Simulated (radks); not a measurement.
Values are calculated unless marked as measured or tabulated.
Task: The silicon ion Si10+, 4 electrons, occupied as [He] 2s1 2p1 (not the ground configuration). Code: a radial shooting solver on a logarithmic mesh with Libxc functionals. Model: scalar-relativistic Kohn-Sham, r2SCAN, spin-polarised, spherical densities, finite nucleus; open shells are filled with parallel spins first; meta-GGA in the generalised Kohn-Sham scheme; Fermi nuclear charge, rms radius 3.1224 fm. Some entries of the table are withheld. Estimate them.

orbital  occ.  eigenvalue (hartree)  <r> (bohr)
1s up       1             -81.55652      0.1105
1s down     1             -81.30369      0.1102
2s up       1                   (1)      0.4782
2p up       1                   (2)      0.4200

Result: 
(1) 2s up eigenvalue (hartree): -16.91215
(2) 2p up eigenvalue (hartree): -15.74075
